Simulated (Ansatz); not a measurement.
Cost and result up the ladder for K₈Cl₈ (started as a model of: 2x2x4 KCl rock-salt block) (16 atoms). The state is a singlet with charge 0. Geometry: PBE-D4/def2-SVP.

```xyz
16

K    -0.178   -0.485   -4.917
Cl    0.110   -1.628   -2.160
K     0.369   -2.513    0.729
Cl    0.638   -3.482    3.578
Cl   -2.541    1.175   -4.183
K    -2.272    0.206   -1.334
Cl   -2.094   -0.778    1.529
K    -1.634   -1.712    4.341
Cl    1.732    1.742   -4.393
K     2.000    0.773   -1.544
Cl    2.362   -0.187    1.309
K     2.434   -1.172    4.140
K    -0.622    3.369   -3.564
Cl   -0.378    2.593   -0.678
K    -0.098    1.534    2.149
Cl    0.171    0.566    4.998
```

Ansatz on 4 threads of Intel Xeon on a shared host. Times are rough, and most runs start from the orbitals of an earlier one. PBE0-D4/def2-SVP serves as the yardstick here, not as an exact answer. Differences are given only for rows in sets of like size (and for xTB, whose basis is part of the method), since another set adds its own error. Binding counts from free atoms at the same level (K doublet, Cl doublet; other spins of the atoms weren't run), without zero-point energy or a counterpoise term.

The 6-31G sets use Cartesian d functions. B3LYP takes the VWN-RPA correlation.

```tsv
level	functions	wall time	binding energy per atom (eV)	difference from PBE0-D4/def2-SVP (eV)
HF/STO-3G	176	10 s	3.05	–
PBE-D4/def2-SVP	336	36 s	3.06	0.00
HF/6-31G	336	58 s	2.43	–
PBE0-D4/def2-SVP (with forces)	336	74 s	3.05	0.00
B3LYP-D4/6-31G	336	83 s	2.94	–
r2SCAN-D4/def2-SVP (with forces)	336	95 s	3.13	0.07
```
